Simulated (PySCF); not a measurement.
# InF⁻: one state, many levels of theory

State: ²Π (doublet), unpaired electrons π ↑. Set-up: PySCF, scalar-relativistic core potentials, basis sets In def2-TZVPPD with ECP28, F def2-TZVPPD. De refers to In + F⁻ in their high-spin ground configurations, without counterpoise correction. The functionals are run spin-unrestricted. A positive dipole points towards F; it is taken about the centre of mass and depends on that origin.

| Level | Re (Å) | ωe (cm⁻¹) | De (eV) | μ (D) |
| --- | --- | --- | --- | --- |
| UHF | 2.057 | 435 | n/a | -1.21 |
| UHF-MP2 | 2.084 | 412 | 2.19 | n/a |
| UHF-SCS-MP2 | 2.089 | 407 | 2.14 | n/a |
| UHF-CCSD | 2.073 | 422 | n/a | n/a |
| UHF-CCSD(T) | 2.079 | 418 | 2.26 | n/a |
| PBE | 2.112 | 389 | 2.25 | -1.46 |
| revPBE | 2.130 | 374 | 2.09 | -1.49 |
| BP86 | 2.111 | 390 | 2.23 | -1.42 |
| r²SCAN | 2.077 | 421 | 2.46 | -1.28 |
| PBE0 | 2.080 | 414 | 2.31 | -1.39 |
| r²SCAN0 | 2.061 | 433 | n/a | -1.31 |
| B97-3 | 2.102 | 394 | 2.17 | -1.49 |
| HSE06 | 2.081 | 414 | 2.33 | -1.41 |
| M06-2X | 2.090 | 414 | 2.26 | -1.74 |

Problem. Which functional lies closest to UHF-CCSD(T) in De, which farthest, and by how much do they differ from it?

Solution. Closest is M06-2X (+1.1 pm in Re, -1.0 % in ωe, +0.00 eV in De against UHF-CCSD(T) in the same basis), farthest r²SCAN (-0.2 pm in Re, +0.7 % in ωe, +0.20 eV in De). CCSD(T) converges more slowly with the basis than the functionals do and binds too weakly in this one, so the order can change at the basis-set limit.

Problem. What does a quarter of exact exchange do here, going from PBE to PBE0?

Solution. PBE0 less PBE: -3.2 pm in Re, +6.4 % in ωe, +0.06 eV in De. Exact exchange removes part of the self-interaction that spreads semilocal densities, and in most molecules shortens and stiffens the bond and lowers De; here De goes the other way.

Problem. What does second-order correlation do here, going from UHF to UHF-MP2?

Solution. UHF-MP2 less UHF: +2.7 pm in Re, -5.3 % in ωe. Correlation nearly always deepens the well. The bond lengthens, as in strong covalent bonds, where excitations into antibonding orbitals dominate.

Correlated steps freeze 5 core orbitals. These are scalar-relativistic numbers at best; spin–orbit coupling would shift them, the dissociation energy most. For an ion De counts to the pair picked by the measured ionisation energies or electron affinities, which need not be the lowest pair at this level. The highest Kohn–Sham level is positive in this anion. Much of that is self-interaction error, but it also means that the finite basis helps to hold the extra electron. The state is the lowest determinant that a PBE0 search found; another state may lie lower at other levels.

The whole job (state search and all levels along the bond) took about 19 min on 2 threads of Arm Neoverse V1 (shared host), peak memory 3.6 GiB.
